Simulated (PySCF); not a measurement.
Geometry:
```json
{"atom": "O1", "x (Å)": "1.886", "y (Å)": "-0.711", "z (Å)": "-1.492"}
{"atom": "C2", "x (Å)": "2.098", "y (Å)": "-0.643", "z (Å)": "-0.325"}
{"atom": "O3", "x (Å)": "1.239", "y (Å)": "-0.257", "z (Å)": "0.627"}
{"atom": "C4", "x (Å)": "-0.083", "y (Å)": "0.046", "z (Å)": "0.244"}
{"atom": "C5", "x (Å)": "-0.977", "y (Å)": "-1.172", "z (Å)": "0.364"}
{"atom": "F6", "x (Å)": "-1.143", "y (Å)": "-1.545", "z (Å)": "1.644"}
{"atom": "F7", "x (Å)": "-0.485", "y (Å)": "-2.236", "z (Å)": "-0.279"}
{"atom": "F8", "x (Å)": "-2.202", "y (Å)": "-0.947", "z (Å)": "-0.127"}
{"atom": "C9", "x (Å)": "-0.370", "y (Å)": "1.072", "z (Å)": "-0.814"}
{"atom": "C10", "x (Å)": "-0.649", "y (Å)": "1.383", "z (Å)": "0.625"}
{"atom": "H11", "x (Å)": "3.056", "y (Å)": "-0.874", "z (Å)": "0.168"}
{"atom": "H12", "x (Å)": "-1.197", "y (Å)": "0.885", "z (Å)": "-1.481"}
{"atom": "H13", "x (Å)": "0.481", "y (Å)": "1.536", "z (Å)": "-1.287"}
{"atom": "H14", "x (Å)": "0.015", "y (Å)": "2.057", "z (Å)": "1.144"}
{"atom": "H15", "x (Å)": "-1.673", "y (Å)": "1.414", "z (Å)": "0.966"}
```

PySCF 2.14.0 with density-fitted response routines calculation with NMR shieldings at PBE0/pcSseg-1/GIAO and GFN2-xTB geometry; a single conformation, isolated molecule, averaged over atoms made equivalent by symmetry, fast rotation or ring inversion, no relativistic terms.

Scale: TMS for 13C, 1H; 17O against H2O; 19F against CFCl3 (reference shieldings calculated alike).

```tsv
atoms	nucleus	count	Hirshfeld charge	δ (ppm)
H13/H14	1H	2	0.06	1.39
C5	13C	1	0.25	133.4
C9/C10	13C	2	-0.09	?
C2	13C	1	0.18	?
H11	1H	1	0.07	8.02
O3	17O	1	-0.10	208.7
H12/H15	1H	2	0.06	1.43
F6/F7/F8	19F	3	-0.09	?
C4	13C	1	0.04	58.2
O1	17O	1	-0.24	463.2
```

Problem. Estimate the values marked ?.

Solution. 
- C2: 165.4 ppm, ester carbonyl carbon; it is a carbonyl in resonance with an O or N lone pair, the region of acids, esters and amides
- C9/C10: 13.9 ppm, three-membered-ring carbon; carbons of three-membered rings are unusually shielded
- F6/F7/F8: -89.2 ppm, fluorine of a CF3 group

Shifts are as computed. Against solution values, carbons near 30 ppm lie about +3 ppm off and those near 130 ppm about +5 ppm. Of 1211 compounds with measured shifts, 218 miss one by over three times the rms of a fit or turn the order of signals round; such compounds aren't used in these exercises. Unscaled 19F shifts against computed CFCl3 carry errors that often reach 10 to 50 ppm. Unscaled 17O shifts of doubly bonded oxygen tend to come out too high, by tens of ppm or more. Experimental scales use liquid or dissolved standards, which lie at an offset from isolated H2O (liquid H2O: subtract about 36 ppm).
